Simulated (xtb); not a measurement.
F₃Sb (SMILES [F][Sb]([F])[F]), singlet, geometry from GFN2-xTB; GFN2-xTB (xtb 6.7.1).

xtb was given this input:
```
$ xtb mol.xyz --gfn 2 --etemp 5000 --json

# file mol.xyz
4

Sb     0.00179571    -0.00268353     0.40263206
F     -1.26106459    -0.92708194    -0.76113086
F     -0.18179938     1.56028347    -0.74936608
F      1.43268829    -0.61799484    -0.77108473
```

The log (banner, timings and long lists left out):

```
   ID    Z sym.   atoms
    1   51 Sb     1
    2    9 F      2-4

           -------------------------------------------------
          |                Calculation Setup                |
           -------------------------------------------------

           -------------------------------------------------
          |                 G F N 2 - x T B                 |
           -------------------------------------------------

          ...................................................
          :                      SETUP                      :
          :.................................................:
          :  # basis functions                  22          :
          :  # atomic orbitals                  21          :
          :  # shells                            9          :
          :  # electrons                        26          :
          :  max. iterations                   250          :
          :  Hamiltonian                  GFN2-xTB          :
          :  restarted?                      false          :
          :  GBSA solvation                  false          :
          :  PC potential                    false          :
          :  electronic temp.         5000.0000000     K    :
          :  accuracy                    1.0000000          :
          :  -> integral cutoff          0.2500000E+02      :
          :  -> integral neglect         0.1000000E-07      :
          :  -> SCF convergence          0.1000000E-05 Eh   :
          :  -> wf. convergence          0.1000000E-03 e    :
          :  Broyden damping             0.4000000          :
          :  net charge                          0          :
          :  unpaired electrons                  0          :
          ...................................................

 iter      E             dE          RMSdq      gap      omega  full diag
   1    -16.5378922 -0.165379E+02  0.105E+01    5.22       0.0  T
   2    -16.5396938 -0.180164E-02  0.653E+00    5.43       1.0  T
   3    -16.5149859  0.247079E-01  0.278E+00    4.74       1.0  T
   4    -16.5437850 -0.287991E-01  0.887E-01    5.21       1.0  T
   5    -16.5426394  0.114558E-02  0.601E-01    5.40       1.0  T
   6    -16.5440754 -0.143601E-02  0.851E-02    5.29       1.0  T
   7    -16.5440129  0.625445E-04  0.155E-01    5.30       1.0  T
   8    -16.5440992 -0.863799E-04  0.361E-03    5.27      13.8  T
   9    -16.5440992  0.806612E-09  0.155E-03    5.27      32.3  T
  10    -16.5440992 -0.645496E-09  0.315E-04    5.27     158.7  T
  11    -16.5440992 -0.314810E-09  0.130E-04    5.27     384.3  T

   *** convergence criteria satisfied after 11 iterations ***

         :::::::::::::::::::::::::::::::::::::::::::::::::::::
         ::                     SUMMARY                     ::
         :::::::::::::::::::::::::::::::::::::::::::::::::::::
         :: total energy             -16.540324023491 Eh    ::
         :: gradient norm              0.001920487164 Eh/a0 ::
         :: HOMO-LUMO gap              5.272624326925 eV    ::
         ::.................................................::
         :: SCC energy               -16.544099131716 Eh    ::
         :: -> isotropic ES            0.078397688041 Eh    ::
         :: -> anisotropic ES          0.001669806310 Eh    ::
         :: -> anisotropic XC         -0.004459682218 Eh    ::
         :: -> dispersion             -0.001766241357 Eh    ::
         :: repulsion energy           0.003775108225 Eh    ::
         :: add. restraining           0.000000000000 Eh    ::
         :: total charge               0.000000001789 e     ::
         :::::::::::::::::::::::::::::::::::::::::::::::::::::

           -------------------------------------------------
          |                Property Printout                |
           -------------------------------------------------

    * Orbital Energies and Occupations

         #    Occupation            Energy/Eh            Energy/eV
      -------------------------------------------------------------
         1        2.0000           -0.9751381             -26.5349
         2        2.0000           -0.8253426             -22.4587
         3        2.0000           -0.8253425             -22.4587
         4        2.0000           -0.7491034             -20.3841
         5        1.9998           -0.5503824             -14.9767
         6        1.9998           -0.5503824             -14.9767
         7        1.9996           -0.5406404             -14.7116
         8        1.9990           -0.5248459             -14.2818
         9        1.9990           -0.5248459             -14.2818
        10        1.9984           -0.5167837             -14.0624
        11        1.9982           -0.5154647             -14.0265
        12        1.9982           -0.5154647             -14.0265
        13        1.9966           -0.5049559             -13.7405 (HOMO)
        14        0.0056           -0.3111905              -8.4679 (LUMO)
        15        0.0056           -0.3111905              -8.4679
        16        0.0000           -0.1440823              -3.9207
        17                         -0.0169302              -0.4607
        18                         -0.0169302              -0.4607
        19                          0.0020779               0.0565
        20                          0.4555062              12.3950
        21                          0.4555062              12.3950
      -------------------------------------------------------------
                  HL-Gap            0.1937654 Eh            5.2726 eV
             Fermi-level           -0.4041142 Eh          -10.9965 eV

     #   Z          covCN         q      C6AA      α(0)
     1  51 Sb       2.155     0.678   368.748    37.497
     2   9 F        0.718    -0.226    11.516     4.007
     3   9 F        0.718    -0.226    11.516     4.007
     4   9 F        0.718    -0.226    11.516     4.007

 Mol. C6AA /au·bohr⁶  :        826.323081
 Mol. C8AA /au·bohr⁸  :      56511.590415
 Mol. α(0) /au        :         49.519259

Wiberg/Mayer (AO) data.
largest (>0.10) Wiberg bond orders for each atom

 ---------------------------------------------------------------------------
     #   Z sym  total        # sym  WBO       # sym  WBO       # sym  WBO
 ---------------------------------------------------------------------------
     1  51 Sb   3.473 --     4 F    1.158     2 F    1.158     3 F    1.158
     2   9 F    1.240 --     1 Sb   1.158
     3   9 F    1.240 --     1 Sb   1.158
     4   9 F    1.240 --     1 Sb   1.158
 ---------------------------------------------------------------------------

Topologies differ in total number of bonds
Writing topology from bond orders to xtbtopo.mol

molecular dipole:
                 x           y           z       tot (Debye)
 q only:        0.007      -0.010       1.490
   full:        0.009      -0.014       2.045       5.197
molecular quadrupole (traceless):
                xx          xy          yy          xz          yz          zz
 q only:       -0.979      -0.000      -0.979       0.013      -0.020       1.958
  q+dip:       -1.451      -0.000      -1.451       0.019      -0.029       2.902
   full:       -0.768      -0.000      -0.768       0.010      -0.015       1.536

           -------------------------------------------------
          | TOTAL ENERGY              -16.540324023491 Eh   |
          | GRADIENT NORM               0.001920487164 Eh/α |
          | HOMO-LUMO GAP               5.272624326925 eV   |
           -------------------------------------------------

normal termination of xtb
```
